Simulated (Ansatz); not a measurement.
Basis-set extrapolation for CH8SSi2, SMILES `[SiH3]CS[SiH3]` (PBE0-D4/def2-TZVP geometry, frozen core, Ansatz 0.2.0). Multiplicity 1, RHF reference.

|  | def2-TZVPP | def2-QZVPP |
| --- | --- | --- |
| HF | -1017.984496 | -1018.015904 |
| MP2 correlation | -0.611522 | -0.657453 |
| CCSD(T) correlation | -0.706680 | not run |

Energies in hartree. Use E(X) = E(∞) + A·exp(−7.88·√X) for Hartree–Fock and E(X) = E(∞) + B·X^(−2.97) for correlation, with X = 3 and 4, and add CCSD(T) minus MP2 of the smaller set to the MP2 limit.

Task: What is the CCSD(T) energy at the basis-set limit?

Result: HF limit: -1018.015904 + (-0.031408) × 0.13774 = -1018.02023. MP2 limit: -0.657453 + (-0.045931) × 0.74074 = -0.69148. Higher-order term: -0.706680 − (-0.611522) = -0.09516. Total: -1018.80687 hartree, 303.8 kJ/mol below CCSD(T)/def2-TZVPP.
